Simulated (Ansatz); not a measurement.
The same group exchange along the group O, S, Se.

Calculated with Ansatz (gas phase, PBE0-D4/def2-TZVP geometries, no zero-point term in ΔE). CCSD(T)/CBS is the MP2 limit (def2-TZVPP, def2-QZVPP) plus CCSD(T) − MP2 in def2-TZVPP, frozen cores. This one scheme is used for every species. Functionals use def2-TZVPP. For Ga, Se outer-core shells are correlated without core-valence functions, which leaves a few kJ/mol of doubt a bond. Scalar relativity is left out up to krypton. Each species was taken in one conformer, which may not be the lowest.

```json
{"reaction": "`[OH][GaH][F]` + `BF` → `F[BH][GaH][F]` + H₂O", "CCSD(T)/CBS(def2) (kJ/mol)": "?"}
{"reaction": "`[F][GaH][SH]` + `BF` → `F[BH][GaH][F]` + H₂S", "CCSD(T)/CBS(def2) (kJ/mol)": "121"}
{"reaction": "`[F][GaH][SeH]` + `BF` → `F[BH][GaH][F]` + H₂Se", "CCSD(T)/CBS(def2) (kJ/mol)": "134"}
```

Problem. Fill in the missing values. (Estimate.)

Solution. The calculation gave: `[OH][GaH][F]` + `BF` → `F[BH][GaH][F]` + H₂O: +83.9 kJ/mol.

Largest T1 diagnostic: 0.015, for `F[BH][GaH][F]`.
